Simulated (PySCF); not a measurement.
Te (tellurium, neutral): UHF calculation

Configuration: [Kr] 4d10 5s1 5p4 6s1, high-spin 5P determinant (an excited configuration). All numbers are calculated (PySCF 2.14, a scalar-relativistic core potential, in aug-cc-pwCVTZ-PP with ECP28MDF (8s7p6d4f1g, 96 functions)).

| Property | Result |
| --- | --- |
| Total energy | -266.494460 hartree |
| One-electron energy | -461.9254 hartree |
| Hartree (Coulomb) energy | 215.0845 hartree |
| Exchange energy | -19.6536 hartree |
| ⟨S²⟩ | 6.0142 |
| ⟨L²⟩ | 2.088 |
| Sum of ⟨r⟩ | 34.07 bohr |
| Sum of ⟨r²⟩ | 85.63 bohr² |
| Traceless quadrupole moment −½Σ⟨3z² − r²⟩ along its main axis | -0.361 e·bohr² |

| shell | electrons | mean orbital energy (eV) | spread (eV) | rms radius, mean of both spins (bohr) |
| --- | --- | --- | --- | --- |
| 4s α | 1 | -199.89 | 0 | 0.820 |
| 4s β | 1 | -198.86 | 0 | 0.820 |
| 4p α | 3 | -144.47 | 0.441 | 0.881 |
| 4p β | 3 | -143.77 | 0.030 | 0.881 |
| 4d α | 5 | -58.812 | 0.496 | 1.04 |
| 4d β | 5 | -58.155 | 0.242 | 1.04 |
| 5s α | 1 | -28.093 | 0 | 2.18 |
| 5p α | 3 | -14.754 | 1.327 | 2.68 |
| 5p β | 1 | -9.964 | 0 | 2.68 |
| 6s α | 1 | -3.118 | 0 | 5.94 |

Energies and moments cover only the electrons outside the core potential. The outer electron is Rydberg-like, and this basis confines it to a smaller radius and binds it less than a complete one would.
